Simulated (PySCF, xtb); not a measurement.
C3H9NSi2, SMILES [C@@H]1([SiH2]C(C)=N1)[SiH3].

GFN2-xTB (xtb 6.7.1) at its own geometry gives an orbital gap of 2.78 eV and a dipole moment of 2.57 D.

The structure is a stationary point at r2SCAN-D4/def2-SVP. The structure was generated by enumeration; whether it is a known compound was not checked.

What does ωB97X/def2-TZVP in PySCF give? (Estimate from the structure and the level; the computed values follow.)

gap 10.75 eV (levels -9.27 and 1.48 eV), dipole 1.97 D.
